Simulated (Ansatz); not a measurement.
**CHBr (SMILES [CH]Br): the vertical energy of the singlet above the triplet from total energies**

The species is CHBr (3 atoms), meant as a triplet with charge 0. SMILES: `[CH]Br`. The coordinates come from a GFN2-xTB relaxation.

```xyz
3

C    -0.2785   -0.3413   -0.1870
Br    1.2579   -0.0616    0.6825
H    -0.9794    0.4029   -0.4956
```

Both states at this one shape; open shells run unrestricted unless said. 1 Eh = 27.2114 eV.

```
           level  program  triplet CHBr (Eh)  singlet CHBr (Eh)
      UHF/STO-3G   Ansatz       -2582.538884       -2582.467777
U-r2SCAN0/STO-3G   Ansatz       -2584.228651       -2584.175140
```

**Question.** Work out the vertical gap, second state less first, at each level.

**Answer.** 
1. UHF/STO-3G: -2582.467777 − (-2582.538884) = 0.071107 Eh = 1.93 eV.
2. U-r2SCAN0/STO-3G: -2584.175140 − (-2584.228651) = 0.053511 Eh = 1.46 eV.

No measured value is set beside it here; the levels span 1.46 to 1.93 eV. Hartree–Fock favours the state with fewer electron pairs, since it lacks pair correlation. Spin-orbit coupling, which splits open shells on such heavy atoms by tenths of an eV, is left out. Minimal sets are far from the basis-set limit. All-electron rows are non-relativistic unless named.
